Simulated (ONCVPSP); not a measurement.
## nickel, ONCV: configuration errors across variants

ONCVPSP 4.0.1 input, shortened (lines: element, Z, core and valence counts, functional; n l f; lmax; l rc ep ncon nbas qcut; lloc lpopt rc5 dvloc0; l nproj debl; icmod fcfact rcfact), PBE, scalar-relativistic:

```
  Ni 28.00    3    4        4      upf
    1    0    2.00
    2    0    2.00
    2    1    6.00
    3    0    2.00
    3    1    6.00
    3    2    8.00
    4    0    1.75
    2
    0    1.35    0.00    3    8   10.40
    1    1.20    0.00    5    9   11.60
    2    1.50    0.00    4    8   12.60
    4    5    1.20   -1.00
    0    3    0.70
    1    2    0.30
    2    2    2.20
    0    0.00    0.00
```

In the p channel the program set the typed energies aside and used -2.701, 0.250 Ha.

All-electron excitation energies from the reference (eV): (1) 3s2 3p6 3d8 4s2 -1.632; (2) 3s2 3p6 3d8 4s1 7.691; (3) 3s2 3p6 3d8 4s0 25.042; (4) 3s2 3p6 3d8.5 4s1.5 -2.814.

A true bound ghost makes a file unfit for plane-wave use even where its test errors are small: the radial tests pick states by their node count and pass the ghost by.

Errors AE − PS in meV (a dash: test not solved or not reliable):

| change | (1) | (2) | (3) | (4) | bound ghosts | GHOST(+) flags above zero |
| --- | --- | --- | --- | --- | --- | --- |
| base | +0.2 | +0.2 | +4.1 | +4.6 | none | none |
| s: rc 1.62 | +0.2 | +0.1 | +3.5 | +4.6 | none | none |
| p: qcut 15.5 | +0.2 | +0.2 | +4.2 | +4.6 | none | none |
| local potential polynomial inside 1.20 bohr (lpopt 5, dvloc0 1 Ha) | +0.2 | +0.2 | +4.1 | +4.6 | none | none |
| all radii scaled by about 0.77 (s 1.04, p 0.92, d 1.16 bohr); local potential polynomial inside 0.92 bohr (lpopt 5, dvloc0 -1 Ha) | +0.1 | -0.1 | +1.9 | +1.4 | none | s |
| s: qcut 8; p: qcut 8.9; d: qcut 9.6 | +0.2 | +0.6 | +5.9 | +8.7 | s | s |

**Question.** Give the same row for: s: ncon 4, nbas 9.

**Answer.** +0.2, +0.2, +4.0, +4.6; bound ghosts: none; GHOST(+) flags above zero: none.
